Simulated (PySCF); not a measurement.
Structure problem from calculated spectra and properties.

Formula: C6H11NSSi.

| Quantity | Value |
| --- | --- |
| Rotational structure | rotational constants A, B, C: 1.764, 0.768, 0.692 GHz [PBE0-D3(BJ)/def2-SVP] |
| 1H NMR | chemical shifts (computed TMS as zero) by class: 2.50 (1 H), 1.98 (1 H), 1.94 (3 H), 1.78 (1 H), 1.19 (1 H), 1.17 (1 H), 0.66 (3 H) ppm [GIAO PBE0/pcSseg-1] |
| Dipole | 5.04 D [B3LYP/def2-SVPD] |
| NMR, other nuclei | isotropic shieldings of nuclei other than C and H, by class: -37 (1 N), 318 (1 Si), 650 (1 S) ppm [GIAO PBE0/pcSseg-1] |
| UV, first state | lowest singlet excitation: 5.29 eV (234 nm, f = 0.006) [TDDFT B3LYP/def2-SVPD] |
| Polarisability | 121.4 au [B3LYP/def2-SVPD] |
| 13C NMR | chemical shifts (computed TMS as zero) by class: 124.6 (1 C), 24.2 (1 C), 20.5 (1 C), 18.6 (1 C), 12.8 (1 C), -4.5 (1 C) ppm [GIAO PBE0/pcSseg-1] |
| Triplet | lowest triplet excitation (Tamm–Dancoff): 4.95 eV [TDA B3LYP/def2-SVPD] |
| UV, strongest line | among the 10 lowest singlet transitions: S2 at 6.10 eV (203 nm, f = 0.036) [TDDFT B3LYP/def2-SVPD] |
| Valence photoelectron | vertical ionisation energy: 8.90 eV [ΔSCF B3LYP/def2-SVPD] |

The electronic properties come from PySCF, for the isolated species, density fitting. Levels stand in brackets. The structure is a single PBE0-D3(BJ)/def2-SVP conformer in the gas phase; no vibrational or solvent corrections. NMR classes are plain means over equivalent atoms (diastereotopic ones count apart unless rotation or inversion swaps them), as if these changed places fast.

Task: Give a SMILES that accounts for the data.

Result: Numbering: `[CH3:1][S:2][Si@@:3]1([CH3:4])[CH2:5][CH2:6][C@@H:7]1[C:8]#[N:9]`. Its formula, C6H11NSSi, gives 3 degrees of unsaturation: 1 ring and 2 π bonds in the structure found. 6 carbons fall into 6 classes; from least to most shielded: nitrile carbon [C8] (124.6 ppm), four-membered-ring carbon [C6] (24.2 ppm), ring sp3 carbon bound to silicon [C5] (20.5 ppm), ring sp3 carbon bound to silicon [C7] (18.6 ppm), S-methyl carbon [C1] (12.8 ppm), Si-methyl carbon [C4] (-4.5 ppm). Hydrogen classes from least to most shielded: 1 H on a four-membered-ring carbon, C6 (2.50 ppm), 1 H on an sp3 carbon bound to silicon, C7 (1.98 ppm), 3 H on an S-methyl carbon, C1 (1.94 ppm), 1 H on a four-membered-ring carbon, C6 (1.78 ppm), 1 H on an sp3 carbon bound to silicon, C5 (1.19 ppm), 1 H on an sp3 carbon bound to silicon, C5 (1.17 ppm), 3 H on an Si-methyl carbon, C4 (0.66 ppm). The other shieldings belong to: -37 ppm, nitrile nitrogen [N9]; 318 ppm, four-coordinate silicon [Si3]; 650 ppm, sulfur bonded to C and Si [S2]. S1 is mainly HOMO→LUMO (weight 0.96); the largest Löwdin shares of the orbital it empties are 0.65 on the sulfur bonded to C and Si, 0.10 on the S-methyl carbon, 0.08 on the four-coordinate silicon and 0.06 on an sp3 carbon bound to silicon, of the orbital it fills 0.33 on the sulfur bonded to C and Si, 0.15 on the four-coordinate silicon, 0.14 on the S-methyl carbon and 0.06 on a methyl hydrogen. The optimised geometry has point group C1 and is an asymmetric top. Structure: `CS[Si@@]1(C)CC[C@@H]1C#N`. The assignments are read from this structure; whether some other isomer fits the data as well wasn't checked. The mirror image fits equally.

Conformer computed: `[CH3:1][S:2][Si@@:3]1([CH3:4])[CH2:5][CH2:6][C@@H:7]1[C:8]#[N:9]`: C1–S2–Si3–C4 -31°.
